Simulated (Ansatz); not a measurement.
Total energies of BMe2(iPr) (C₅H₁₃B) from Ansatz at PBE-D4/def2-TZVP, gas phase (1 Eh = 27.2114 eV = 2625.5 kJ/mol). The reference geometry is relaxed at PBE-D4/def2-SVP.

```
                state   geometry  energy (Eh)
     charge 0 singlet  reference   -222.97482
     charge 1 doublet  reference   -222.62993
free B atom (doublet)          –    -24.61008
free C atom (triplet)          –    -37.79597
free H atom (doublet)          –     -0.49962
```

(1) Work out the vertical ionisation energy to the doublet.

(2) What is the binding energy per atom against free atoms?

(1) E(charge 1 doublet) − E(charge 0 singlet) = -222.62993 − (-222.97482) = 0.34489 Eh = 9.38 eV. For comparison, −ε of the highest occupied level is 6.48 eV at this level, 2.90 eV less.

(2) Atoms: 1 × (-24.61008) + 5 × (-37.79597) + 13 × (-0.49962) = -220.08499 Eh. Binding: -220.08499 − (-222.97482) = 2.88983 Eh = 78.64 eV, or 4.14 eV for each of 19 atoms (no zero-point energy, no counterpoise term).
